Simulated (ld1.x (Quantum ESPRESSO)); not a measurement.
## Which change was made? (Bi, TM)

- Element: bismuth
- Generator: ld1.x (Quantum ESPRESSO) 7.5
- Type: norm-conserving Troullier–Martins (Kleinman–Bylander form)
- Functional: PBE
- Relativity: scalar-relativistic
- Frozen core: [Xe] 4f14 5d10
- Valence charge: 5
- Reference configuration: 6s2 6p3
- Partial waves: 6s (bound): rc 1.65 bohr; 6p (bound): rc 2.60 bohr; 6d channel at 0.25 Ry: rc 2.40 bohr
- Local potential: all-electron potential smoothed inside 1.80 bohr (lloc = -2)
- Core correction: none

Cutoffs, loose and tight: the cutoffs (Ry, on a coarse ladder) from which the occupation-weighted sum of valence levels, in a spherical-Bessel basis at the reference potential, stays within 10 and 1 mRy of its value at 400 Ry. They do not see the model core or the augmentation charge, which bear on the density cutoff. Test errors are all-electron minus pseudo excitation energies from the reference, over the configurations 6s2 6p2; 6s2 6p1; 6s2 6p0; 6s0 6p5; 6s1 6p3; 6s2 6p2.5; 6s1 6p0; variants that change the core or the reference have their own tests. The largest error is taken over the tests solved by every variant that gives reliable tests at all, those not shown here included: 6s0 6p5; 6s1 6p3; 6s2 6p2; 6s2 6p2.5.

The base gives: outcome: generated; cutoff, loose: 30 Ry; cutoff, tight: 70 Ry; bound ghosts: none; largest test error (meV): +77.

Task: After one change the result is: outcome: generated; cutoff, loose: 30 Ry; cutoff, tight: 70 Ry; bound ghosts: s, p, d; largest test error (meV): +71. Which change was it?
A. local potential all-electron potential smoothed inside 2.48 bohr (lloc = -2)
B. local potential all-electron potential smoothed inside 1.24 bohr (lloc = -2)
C. local potential all-electron potential smoothed inside 1.54 bohr (lloc = -2)
D. local potential all-electron potential smoothed inside 1.04 bohr (lloc = -2)

Result: D. The others give: local potential all-electron potential smoothed inside 2.48 bohr (lloc = -2) → outcome: generated; cutoff, loose: 30 Ry; cutoff, tight: 80 Ry; bound ghosts: d; largest test error (meV): +74 | local potential all-electron potential smoothed inside 1.24 bohr (lloc = -2) → outcome: generated; cutoff, loose: 30 Ry; cutoff, tight: 70 Ry; bound ghosts: s, p; largest test error (meV): +61 | local potential all-electron potential smoothed inside 1.54 bohr (lloc = -2) → outcome: generated; cutoff, loose: 30 Ry; cutoff, tight: 70 Ry; bound ghosts: s; largest test error (meV): +82.
